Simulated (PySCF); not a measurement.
N-ethyl-methylboronamidic acid (C3H10BNO), SMILES B(O)(NCC)C.

Coordinates come from a B3LYP-D3(BJ)/def2-SVP optimisation. One conformer was computed; it need not be the lowest.

Two levels are set side by side: TDA-PBE/def2-SVPD (PySCF) and TDA-PBE0/def2-SVPD (PySCF). Vertical, same geometry. The lowest singlet is HOMO→LUMO 100 % with PBE and HOMO→LUMO 97 % with the other functional; states are paired by order. Differences are taken from unrounded values.

| quantity | TDA-PBE |
|---|---|
| lowest singlet excitation (eV) | 5.26 |
| lowest triplet excitation (TDA) (eV) | 5.17 |

### Question
These are the TDA-PBE values. What does TDA-PBE0 give? (An estimate is asked for; the answer gives what the named calculation found.)

### Answer

```csv
quantity,TDA-PBE0,TDA-PBE minus TDA-PBE0
lowest singlet excitation (eV),6.11,-0.84
lowest triplet excitation (TDA) (eV),5.97,-0.80
```

A lower first singlet is the usual sign of a functional without exact exchange. Differences between two approximate levels are no errors against the true value.

Rough cost on one machine, each run with all the roots and properties that it gave: TDA-PBE0 against TDA-PBE about 2 times.
